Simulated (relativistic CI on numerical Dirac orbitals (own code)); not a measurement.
# In³⁺: q coefficients and field-shift factors

Calculated at this level of theory: Dirac-Coulomb-Breit CI, KLI orbitals optimised for each configuration, valence Slater integrals scaled by 0.85, P86 correlation energy added to each configuration, derivatives by finite differences, QED left out (own radial code, finite nucleus).

CI space (outside the closed core [Kr]): 4d¹⁰, 4d⁹5s, 4d⁹4f, 4d⁹5p, 4d⁹5d, 4d⁸5s², 4d⁸4f², 4d⁸5s5p. Levels of other configurations are missing.

With x = (α/α₀)² − 1 an excitation energy changes as ω = ω₀ + qx; K = 2q/ω₀ is the relative enhancement. Terms are leading LS components, so labels can repeat. The field-shift factor is F = δν/δ⟨r²⟩ for the transition from the lowest level.

Lowest level 4d¹⁰ ¹S0.

| Level | ω₀ (cm⁻¹) | q (cm⁻¹) | K | F (GHz/fm²) |
| --- | --- | --- | --- | --- |
| 4d⁹5s ³D3 | 136100.5 | -21240 | -0.312 | 13 |
| 4d⁹5s ³D2 | 138360.0 | -20120 | -0.291 | 12.8 |
| 4d⁹5s ³D1 | 142975.9 | -14550 | -0.203 | 13.1 |
| 4d⁹5s ¹D2 | 146160.7 | -14910 | -0.204 | 12.6 |
| 4d⁹5p ³P°2 | 199516.6 | -15040 | -0.151 | 2.36 |
| 4d⁹5p ³F°3 | 202536.7 | -15860 | -0.157 | 2.35 |
| 4d⁹5p ³P°1 | 205720.9 | -8666 | -0.0843 | 2.32 |
| 4d⁹5p ³F°4 | 206354.3 | -10330 | -0.1 | 2.21 |
| 4d⁹5p ³F°2 | 207636.7 | -10170 | -0.098 | 2.39 |
| 4d⁹5p ³P°0 | 209811.7 | -3657 | -0.0349 | 2.34 |
| 4d⁹5p ¹D°2 | 211005.2 | -10710 | -0.102 | 2.36 |
| 4d⁹5p ³D°3 | 211165.1 | -10150 | -0.0961 | 2.24 |
| 4d⁹5p ¹P°1 | 214761.0 | -8974 | -0.0836 | 2.3 |

For a near-neutral ion this model can misplace configurations by up to about 10,000 cm⁻¹ (more where the count of f electrons changes) and terms by 10 to 25 % of their spread. Rates follow the energies as ν³ (E1, M1) or ν⁵ (E2), so they and the lifetimes can be off by large factors. The fine structure of a lone outer electron comes out too small, for d and f at times inverted, and misplaced configurations move strength between like terms.
